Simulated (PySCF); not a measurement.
Correlation energy of S²⁺ (sulfur, charge +2)

[Ne] 3s2 3p2, high-spin 3P determinant. All numbers are calculated (PySCF 2.14, scalar relativity by spin-free X2C-1e, in x2c-SVPall (4s3p1d, 18 functions)). Frozen: [Ne]; 4 electrons correlated.

MP2 pair energies summed by pair of shells (mhartree):

| pair | energy | share (%) |
| --- | --- | --- |
| 3s-3p | -32.58 | 60.4 |
| 3s-3s | -15.69 | 29.1 |
| 3p-3p | -5.71 | 10.6 |

Total MP2 correlation energy: -53.97 mhartree.

Same-spin part -8.63 and opposite-spin part -45.34 mhartree; SCS-MP2 scales them by 1/3 and 6/5 to -57.28 mhartree.

```json
{"level": "CCSD", "correlation energy (mhartree)": "-75.41"}
{"level": "(T)", "correlation energy (mhartree)": "-0.88"}
{"level": "CCSD(T)", "correlation energy (mhartree)": "-76.29"}
```

Diagnostics: T1 = 0.0070, D1 = 0.0182, largest double amplitude 0.105.

Cost of the coupled-cluster step: 0.14 s of wall time on 1 thread of Neoverse-N1 (shared host), for 4 correlated electrons.

Iterations:

```
CC2 = 0
CCSD nocc = (np.int64(3), np.int64(1)), nmo = (13, 13)
frozen orbitals [[0, 1, 2, 3, 4], [0, 1, 2, 3, 4]]
max_cycle = 100
direct = 0
conv_tol = 1e-08
conv_tol_normt = 1e-06
diis_space = 8
diis_start_cycle = 0
Init t2, MP2 energy = -0.0539719884803503
Init E_corr(UCCSD) = -0.0539719884836952
cycle = 1  E_corr(UCCSD) = -0.0687654152221689  dE = -0.0147934267  norm(t1,t2) = 0.0467118
cycle = 2  E_corr(UCCSD) = -0.0730461513280646  dE = -0.00428073611  norm(t1,t2) = 0.0172495
cycle = 3  E_corr(UCCSD) = -0.0754238328089707  dE = -0.00237768148  norm(t1,t2) = 0.00749553
cycle = 4  E_corr(UCCSD) = -0.0754016917976371  dE = 2.21410113e-05  norm(t1,t2) = 0.00120137
cycle = 5  E_corr(UCCSD) = -0.0754161931633128  dE = -1.45013657e-05  norm(t1,t2) = 0.00016656
cycle = 6  E_corr(UCCSD) = -0.0754116234451722  dE = 4.56971814e-06  norm(t1,t2) = 2.01039e-05
cycle = 7  E_corr(UCCSD) = -0.0754132075379245  dE = -1.58409275e-06  norm(t1,t2) = 3.77076e-06
cycle = 8  E_corr(UCCSD) = -0.0754128332487457  dE = 3.74289179e-07  norm(t1,t2) = 9.97156e-07
cycle = 9  E_corr(UCCSD) = -0.0754128464560985  dE = -1.32073529e-08  norm(t1,t2) = 8.60822e-08
cycle = 10  E_corr(UCCSD) = -0.0754128480043758  dE = -1.54827727e-09  norm(t1,t2) = 1.49984e-08
UCCSD converged
E(UCCSD) = -397.3353420106333  E_corr = -0.07541284800437581
UCCSD(T) correction = -0.000883607883547937
```
